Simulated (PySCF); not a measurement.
A PySCF script (with the pyscf-properties extension) for the NMR shieldings of SMILES C(CB(F)F)C1=C(F)C1, C₅H₆BF₃, on a GFN2-xTB geometry:

```python
import basis_set_exchange as bse
import numpy as np
from pyscf import gto, dft
from pyscf.prop import nmr

atoms = """
F    -3.066115    0.277717   -1.331535
B    -2.691784    0.333330   -0.070437
F    -3.688298    0.489954    0.776679
C    -1.190819    0.216122    0.401310
C    -0.164603    0.165326   -0.744852
C     1.196262   -0.012173   -0.218184
C     2.432018    0.330392   -0.046215
F     3.438246    1.154024   -0.281274
C     2.056953   -0.923829    0.659169
H    -0.948699    1.049846    1.065707
H    -1.075452   -0.682681    1.014203
H    -0.214386    1.081972   -1.335301
H    -0.405015   -0.674510   -1.402367
H     1.925177   -0.916770    1.736249
H     2.392102   -1.880731    0.272901
"""
names = dict.fromkeys(["F", "B", "C", "H"], "pcSseg-1")
basis = {el: gto.basis.parse(bse.get_basis(n, elements=[el], fmt="nwchem")) for el, n in names.items()}
mol = gto.M(atom=atoms, basis=basis, charge=0, verbose=0)
mf = dft.RKS(mol, xc="PBE0")
mf.grids.level = 2
mf.grids.alignment = dft.numint.BLKSIZE   # the property module wants whole blocks of grid points
mf.conv_tol = 1e-9
mf.kernel()

calc = nmr.RKS(mf)   # GIAO
C = mf.mo_coeff
Co = C[:, mf.mo_occ > 0]
resp = mf.gen_response(singlet=True, hermi=2)
def vind(x):   # induced exchange potential for any number of trial vectors
    d = np.einsum("pi,xij,qj->xpq", C, 2 * x.reshape(-1, C.shape[1], Co.shape[1]), Co, optimize=True)
    return np.einsum("xpq,pi,qj->xij", resp(d - d.transpose(0, 2, 1)), C, Co, optimize=True).ravel()
mo1, _ = nmr.rhf.solve_mo1(calc, with_cphf=vind)
sigma = calc.kernel(mo1)
for i, s in enumerate(sigma):   # ppm
    print("%2d %-2s %9.2f" % (i, mol.atom_pure_symbol(i), np.trace(s) / 3))
```

Q: Give the expected output.

A: 
```
 0 F     241.23
 1 B      71.42
 2 F     237.54
 3 C     174.35
 4 C     166.70
 5 C     101.53
 6 C      36.97
 7 F     328.98
 8 C     164.41
 9 H      30.75
10 H      30.15
11 H      29.11
12 H      29.46
13 H      29.81
14 H      29.95
```

These numbers come from an equivalent density-fitted implementation of the same equations, which agrees with the script to about 0.01 ppm for H and up to a few tenths of a ppm for heavy atoms, so last digits may differ.

Size and cost of the density-fitted run: 183 basis functions, 49 s wall time on 1 thread of an Arm Neoverse N1, shared host; peak memory 0.87 GiB.
